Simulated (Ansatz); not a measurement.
PBE exchange is replaced step by step with exact exchange (0 % is PBE, 25 % PBE0; no dispersion term), basis def2-TZVPD, Ansatz. System: MoO₃⁻ (the lowest doublet isomer of a short search). Charge -1, multiplicity 2. Geometry: r2SCAN-D4/def2-TZVPD, each spin state at its own.

Geometry of the doublet:

Cartesian coordinates in Å:
```
Mo 0.0721 -0.2414 0.1567
O -0.7322 0.7639 1.3266
O 1.6143 0.3528 -0.3864
O -0.9542 -0.8752 -1.0969
```

In the def2 sets Mo takes a core potential; there is no spin–orbit coupling. At PBE-D4/def2-TZVPD, PBE with 5 % exact exchange/def2-TZVPD, PBE with 10 % exact exchange/def2-TZVPD, PBE with 15 % exact exchange/def2-TZVPD the highest occupied level of the charge -1 quartet lies above zero (up to 1.28 eV). It is a level of α spin, whose loss leaves a triplet; that state wasn't run at this geometry and level. The electron is either unbound and held by the finite basis, or the level is raised by self-interaction error. The structure comes from a short search, and lower isomers may exist.

HOMO and LUMO are taken over both spins.

```json
{"exact exchange (%)": "0", "HOMO (eV)": "-0.13", "LUMO (eV)": "1.23", "gap (eV)": "1.36", "⟨S²⟩": "0.755", "quartet − doublet (kJ/mol)": "322.4"}
{"exact exchange (%)": "5", "HOMO (eV)": "-0.38", "LUMO (eV)": "1.41", "gap (eV)": "1.79", "⟨S²⟩": "0.756", "quartet − doublet (kJ/mol)": "315.4"}
{"exact exchange (%)": "10", "HOMO (eV)": "-0.64", "LUMO (eV)": "1.59", "gap (eV)": "2.23", "⟨S²⟩": "0.756", "quartet − doublet (kJ/mol)": "307.7"}
{"exact exchange (%)": "25", "HOMO (eV)": "-1.43", "LUMO (eV)": "2.12", "gap (eV)": "3.55", "⟨S²⟩": "0.759", "quartet − doublet (kJ/mol)": "282.0"}
{"exact exchange (%)": "35", "HOMO (eV)": "-1.97", "LUMO (eV)": "2.46", "gap (eV)": "4.44", "⟨S²⟩": "0.761", "quartet − doublet (kJ/mol)": "263.5"}
{"exact exchange (%)": "50", "HOMO (eV)": "-2.82", "LUMO (eV)": "2.95", "gap (eV)": "5.77", "⟨S²⟩": "0.766", "quartet − doublet (kJ/mol)": "234.8"}
```

(1) Fit a straight line to the column «quartet − doublet (kJ/mol)» against the share of exact exchange and predict its value at 15 %.

Answers

(1) With x = exact exchange (%) and y = quartet − doublet (kJ/mol): mean x = 20.83, mean y = 287.6; Σ(x − x̄)(y − ȳ) = -3288, Σ(x − x̄)² = 1871; slope b = -1.757, intercept a = ȳ − b·x̄ = 324.2. The residuals of the fitted rows reach 1.8. At x = 15 the line gives 324.2 + (-1.757 × 15) = 297.8; the run gave 299.5, 1.7 more than the line.
